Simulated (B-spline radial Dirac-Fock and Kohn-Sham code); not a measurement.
# Ti³⁺: eigenvalues, ΔSCF and the reference

System: titanium as Ti³⁺ in the configuration [Ar] 3d1.

The density-functional columns are spherical, spin-unpolarised Dirac-Kohn-Sham results without Breit or QED terms: −ε is minus the orbital energy of the initial state and ΔSCF the difference of two total energies. The reference in the last column comes from Dirac-Fock ΔSCF + Breit + QED. All numbers are from a radial finite-basis atomic code, in eV; a selection of levels is shown. The Kohn-Sham columns are given as differences from the reference.

```csv
level,PBE −ε − DF,PBE ΔSCF − DF,LDA −ε − DF,LDA ΔSCF − DF,Dirac-Fock
K (1s),-112.4,+20.6,-125.1,+7.4,5014.0
L1 (2s),-41.6,-16.2,-43.0,-17.5,612.4
L2 (2p1/2),-28.7,+0.5,-28.9,+0.3,510.6
L3 (2p3/2),-28.9,0.0,-29.0,-0.1,505.0
M1 (3s),-14.9,-4.9,-15.2,-5.2,109.9
M2 (3p1/2),-8.6,+1.0,-8.5,+1.1,79.93
M3 (3p3/2),-8.6,+1.0,-8.6,+1.0,79.25
"M4,5 (3d)",-7.5,+1.1,-7.3,+1.3,42.21
```

Values without a named source are computed, but for edge energies of neutral atoms, which are taken from tables.
